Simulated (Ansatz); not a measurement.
Consider the ligand exchange at the Si–F bond: `CS[Si](F)(F)Cl` + CH₃OH → `CO[Si](F)(Cl)SC` + H–F.

Calculated with Ansatz (gas phase, PBE0-D4/def2-TZVP geometries, no zero-point term in ΔE). CCSD(T)/CBS adds triple-zeta CCSD(T) − MP2 to the extrapolated MP2 energy (def2 sets, frozen cores). This one scheme is used for every species. DFT in def2-TZVPP. One conformer a species, not always the lowest.

`CS[Si](F)(F)Cl`:

Z-matrix (Å, degrees):
```
C
S 1 1.823
H 1 1.089 2 105.9
H 1 1.089 2 111.0 3 118.3
H 1 1.089 2 111.0 3 -118.3
Si 2 2.084 1 98.5 3 -179.9
F 6 1.582 2 112.0 1 58.4
F 6 1.582 2 112.1 1 -58.7
Cl 6 2.017 2 109.5 1 179.9
```

CH₃OH:

Cartesian coordinates in Å:
```
C -0.060 0.182 -0.300
O -0.013 -0.943 0.546
H -0.432 -0.159 -1.266
H 0.930 0.630 -0.456
H -0.740 0.958 0.073
H 0.315 -0.666 1.404
```

`CO[Si](F)(Cl)SC`:

```xyz
13

C    -0.449   -2.333   -1.029
O    -0.497   -0.996   -1.497
Si   -0.461    0.333   -0.588
F    -1.670    0.351    0.447
Cl   -0.760    1.923   -1.814
S     1.346    0.437    0.473
C     0.987    1.875    1.529
H    -1.362   -2.585   -0.484
H    -0.362   -2.984   -1.899
H     0.413   -2.495   -0.377
H     0.121    1.687    2.160
H     0.829    2.766    0.923
H     1.866    2.020    2.155
```

H–F:

```xyz
2

F     0.276   -0.364    0.054
H    -0.276    0.364   -0.054
```

```tsv
level	ΔE (kJ/mol)
ωB97X-V	33.7
MP2/def2-QZVPP	26.6
SCS-MP2/def2-QZVPP	31.1
MP2/CBS(def2)	25.7
```

Q: What does CCSD(T)/CBS give? (Estimate.)

A: Computed: +29.3 kJ/mol. The listed levels differ from it by 4.4, -2.7, 1.8, -3.6 kJ/mol.

Largest T1 diagnostic among the species: 0.011.

In def2-TZVPP, CCSD(T) changes the Hartree–Fock value by −12.4 kJ/mol (the triples alone add −2.2 kJ/mol) and MP2 by −15.9 kJ/mol. The D4 term adds −11.3 kJ/mol with B3LYP and −6.6 kJ/mol with PBE0; it sums over pairs of atoms, weighted by their polarisabilities, and B3LYP, whose exchange is more repulsive, gets the larger term.

B3LYP here is the variant with VWN-RPA as its local correlation; programs differ in this.
